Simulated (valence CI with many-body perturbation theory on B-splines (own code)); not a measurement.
# Tb32+: calculated level list

Method: relativistic CI+MBPT: five valence electrons over a frozen Dirac-Fock core [Ar] 3d10, a basis of 11 s, 11 p, 10 d, 8 f, 5 g, 2 h functions for each j, with the one-electron correlation potential Σ1, the two-electron term Σ2, the three-electron term Σ3, Breit, model QED; selected CI, second order for the rest, scaled by the run's own slope (own B-spline code, finite nucleus).

The last digits are not significant, and no measured levels were compared; by estimate large intervals hold to a few tenths of a per cent, small ones and those within an open d or f shell to about a per cent. Among the levels kept, up to 2000 cm⁻¹ of a level comes from second order outside the variational space, and about a tenth of that is noise between levels of different J, which matters for small intervals.

Levels 136 to 171 of 171, with energies above the lowest level, (4s^2 4p1/2^2 4p3/2) J=3/2. "Leading %" is the weight of the configuration and term that name the level; weights of strongly mixed levels are sums over their largest components and can fall short. In the jj column 3d3/2^4 stands for four electrons in 3d with j = 3/2. Lifetimes count E1, E2, E3, M1 and M2 decay at the calculated energies, and are blank where another channel may lead or the interval is too uncertain; long ones can be off by a factor of two.

```
No.  Configuration  Term     J  E (eV)  Leading %      g  Lifetime     Second component                     Leading jj
136      4s 4p3 4d   4D°   5/2  342.18         16  1.338   2.67 ps   16 % 4s 4p3 4d 2D°        4s 4p3/2^3 4d5/2 (33 %)
137      4s 4p3 4d   4F°   9/2  342.22         39  1.266   10.4 ps   23 % 4s 4p3 4d 2G°        4s 4p3/2^3 4d5/2 (75 %)
138     4s2 4p2 4f   2D°   3/2  342.65         32  1.037   1.26 ps  14 % 4s2 4p2 4f 2P°  4s^2 4p1/2 4p3/2 4f7/2 (40 %)
139      4s 4p3 4d   2F°   7/2  344.03         21  1.198   1.51 ps   12 % 4s 4p3 4d 4F°        4s 4p3/2^3 4d3/2 (50 %)
140      4s 4p3 4d   2D°   5/2  345.14         17  1.127   3.14 ps   12 % 4s 4p3 4d 4D°        4s 4p3/2^3 4d3/2 (33 %)
141      4s 4p3 4d   2F°   7/2  349.00         34  1.220   5.11 ps   11 % 4s 4p3 4d 4D°        4s 4p3/2^3 4d5/2 (58 %)
142      4s 4p3 4d   2P°   1/2  349.91         26  0.486    950 fs  21 % 4s2 4p 4d2 4D°      4s^2 4p3/2 4d3/2^2 (40 %)
143      4s 4p3 4d   2D°   3/2  350.80         30  0.903   1.73 ps    6 % 4s 4p3 4d 2P°        4s 4p3/2^3 4d5/2 (29 %)
144     4s2 4p 4d2   4F°   5/2  352.24         12  1.060    865 fs   12 % 4s 4p3 4d 2D°      4s^2 4p3/2 4d3/2^2 (37 %)
145     4s2 4p 4d2   4F°   7/2  352.38         22  1.179   1.42 ps   12 % 4s 4p3 4d 2F°  4s^2 4p3/2 4d3/2 4d5/2 (53 %)
146     4s2 4p 4d2   4G°  11/2  353.54         89  1.255   3.55 ps   7 % 4s2 4p2 4f 2H°      4s^2 4p3/2 4d5/2^2 (63 %)
147     4s2 4p 4d2   4D°   5/2  353.88         23  1.277   1.72 ps  22 % 4s2 4p 4d2 4P°  4s^2 4p3/2 4d3/2 4d5/2 (69 %)
148     4s2 4p 4d2   4G°   9/2  354.00         38  1.190   1.29 ps  23 % 4s2 4p 4d2 4F°  4s^2 4p3/2 4d3/2 4d5/2 (84 %)
149     4s2 4p 4d2   4F°   3/2  354.37         14  0.932    734 fs  12 % 4s2 4p 4d2 2P°      4s^2 4p3/2 4d3/2^2 (59 %)
150     4s2 4p 4d2   2F°   7/2  354.97         45  1.184   1.16 ps  22 % 4s2 4p 4d2 4D°  4s^2 4p3/2 4d3/2 4d5/2 (46 %)
151      4s 4p3 4d   2P°   3/2  355.91         19  1.272   1.13 ps  19 % 4s2 4p 4d2 4D°      4s^2 4p3/2 4d3/2^2 (27 %)
152     4s2 4p 4d2   2F°   5/2  357.50         20  1.072   1.25 ps   9 % 4s2 4p2 4f 4F°  4s^2 4p3/2 4d3/2 4d5/2 (35 %)
153     4s2 4p 4d2   4F°   7/2  357.70         12  1.152   1.16 ps  10 % 4s2 4p 4d2 2F°      4s^2 4p3/2 4d3/2^2 (30 %)
154     4s2 4p 4d2   4D°   1/2  358.99         46  0.295   1.17 ps  18 % 4s2 4p2 4f 2P°      4s^2 4p3/2 4d3/2^2 (24 %)
155     4s2 4p 4d2   4D°   3/2  359.74         20  1.139   2.10 ps   7 % 4s2 4p2 4f 2P°        4s 4p3/2^3 4d5/2 (25 %)
156     4s2 4p 4d2   2H°  11/2  359.79         70  1.135   2.76 ps  25 % 4s2 4p2 4f 4G°  4s^2 4p3/2 4d3/2 4d5/2 (54 %)
157     4s 4p2 4d2    6G   3/2  360.13         43  0.389   32.0 ps   29 % 4s 4p2 4d2 4F      4s 4p1/2^2 4d3/2^2 (82 %)
158     4s2 4p 4d2   4D°   5/2  360.87         19  1.148   1.63 ps   16 % 4s 4p3 4d 2D°  4s^2 4p3/2 4d3/2 4d5/2 (27 %)
159     4s2 4p 4d2   2G°   9/2  360.95         34  1.084   2.10 ps  21 % 4s2 4p2 4f 2H°      4s^2 4p3/2^2 4f5/2 (41 %)
160     4s2 4p 4d2   2S°   1/2  362.34         30  1.775    993 fs  18 % 4s2 4p 4d2 4P°  4s^2 4p3/2 4d3/2 4d5/2 (66 %)
161     4s 4p2 4d2    6G   5/2  362.41         20  1.111   36.1 ps   11 % 4s 4p2 4d2 4F      4s 4p1/2^2 4d3/2^2 (67 %)
162     4s2 4p 4d2   2F°   5/2  363.26         24  1.044   1.40 ps   16 % 4s 4p3 4d 2D°  4s^2 4p3/2 4d3/2 4d5/2 (38 %)
163     4s2 4p 4d2   2P°   1/2  363.92         23  0.911   1.77 ps   18 % 4s 4p3 4d 2P°      4s^2 4p3/2 4d5/2^2 (40 %)
164     4s2 4p 4d2   4P°   3/2  364.15         18  1.532    900 fs  16 % 4s2 4p 4d2 4S°  4s^2 4p3/2 4d3/2 4d5/2 (36 %)
165     4s2 4p 4d2   4D°   7/2  364.65         41  1.280   1.54 ps  10 % 4s2 4p 4d2 2G°      4s^2 4p3/2 4d5/2^2 (29 %)
166     4s2 4p 4d2   2G°   7/2  366.40         21  1.162   1.42 ps  18 % 4s2 4p 4d2 4D°  4s^2 4p3/2 4d3/2 4d5/2 (35 %)
167     4s2 4p2 4f   2P°   3/2  366.84         13  1.048   1.53 ps   12 % 4s 4p3 4d 2P°        4s 4p3/2^3 4d5/2 (31 %)
168     4s2 4p 4d2   4P°   5/2  367.08         31  1.352   1.87 ps  18 % 4s2 4p 4d2 2D°      4s^2 4p3/2 4d5/2^2 (48 %)
169     4s 4p2 4d2    6D   1/2  367.43         24  2.241   19.9 ps   22 % 4s 4p2 4d2 4P      4s 4p1/2^2 4d3/2^2 (59 %)
170         4p4 4d    4D   3/2  369.71         27  1.079   7.89 ps       14 % 4p4 4d 4P   4p1/2^2 4p3/2^2 4d3/2 (69 %)
171     4s2 4p 4d2   2G°   7/2  369.75         21  1.058   2.92 ps  20 % 4s2 4p2 4f 2F°        4s 4p3/2^3 4d5/2 (22 %)
```
